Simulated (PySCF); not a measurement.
C₃H₇NSi, SMILES [SiH3]N1C=CC1. Geometry: ωB97X-D3(BJ)/def2-SVP. The structure was generated by enumeration, and PubChem lists no compound with its InChIKey, so it may never have been made.

Computed with ωB97X-D3(BJ)/def2-SVP run with PySCF.

Harmonic wavenumbers (cm⁻¹): 89, 104, 209, 431, 550, 689, 703, 714, 926, 932, 943, 965, 988, 998, 1001, 1073, 1106, 1122, 1235, 1257, 1385, 1468, 1653, 2211, 2265, 2268, 3083, 3154, 3228, 3305. Rotational constants (GHz): 11.65, 2.665, 2.286; symmetry number 1.

Task: Work out the zero-point energy and the ideal-gas rigid-rotor harmonic-oscillator thermochemistry at 298.15 K and 1 atm.

Result: ZPE = ½ Σ hcν = ½ × 40054 cm⁻¹ = 239.58 kJ/mol. H − E(el) = 258.03 kJ/mol. Entropy in J/(mol K): translation 164.18, rotation 108.44, vibration 52.23, total 324.85. G − E(el) = 161.18 kJ/mol. Cp = 96.55 J/(mol K). Modes under 150 cm⁻¹ make the vibrational entropy uncertain.
